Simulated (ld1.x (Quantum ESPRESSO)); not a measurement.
# u(r) = r·R(r): atom against pseudo-atom (Ga (Z = 31))

Columns: radius, all-electron u(r) and pseudo u(r) of the 4s shell (level -12.46 eV) of gallium in the configuration [Ar] 3d10 4s2 4p0.5; PBEsol, scalar-relativistic, ultrasoft scheme, ld1.x (Quantum ESPRESSO) 7.5.

```
r (bohr)  all-electron   pseudo
   0.165       -0.1903  -0.1126
   0.330        0.1676  -0.2220
   0.495        0.3240  -0.3254
   0.660        0.1996  -0.4202
   0.825       -0.0275  -0.5043
   0.990       -0.2524  -0.5761
   1.155       -0.4356  -0.6347
   1.320       -0.5689  -0.6794
   1.485       -0.6564  -0.7104
   1.650       -0.7061  -0.7278
   1.815       -0.7261  -0.7323
   1.980       -0.7236  -0.7244
   2.145       -0.7047  -0.7047
   2.310       -0.6742  -0.6742
   2.475       -0.6360  -0.6360
   2.640       -0.5931  -0.5931
   2.805       -0.5480  -0.5480
   2.970       -0.5023  -0.5023
   3.135       -0.4573  -0.4573
   3.300       -0.4139  -0.4139
   3.465       -0.3728  -0.3728
   3.630       -0.3344  -0.3344
   3.795       -0.2989  -0.2989
   3.960       -0.2662  -0.2662
   4.125       -0.2365  -0.2365
   4.290       -0.2096  -0.2096
```

Question: How many radial nodes do the two functions have?

Answer: The all-electron 4s function has n − l − 1 = 3 (the table is too coarse to show those close to the nucleus); the pseudo-wave has 0, since the states of the same l below it are removed with the core.

Question: At about which radius was the pseudo-wave matched?

Answer: 2.15 bohr, where the columns begin to agree (steps of 0.17 bohr).

Question: Is the pseudo-wave norm-conserving?

Answer: No, it belongs to an ultrasoft set: the norm inside the radius is not constrained, and the difference is carried by the augmentation charge.
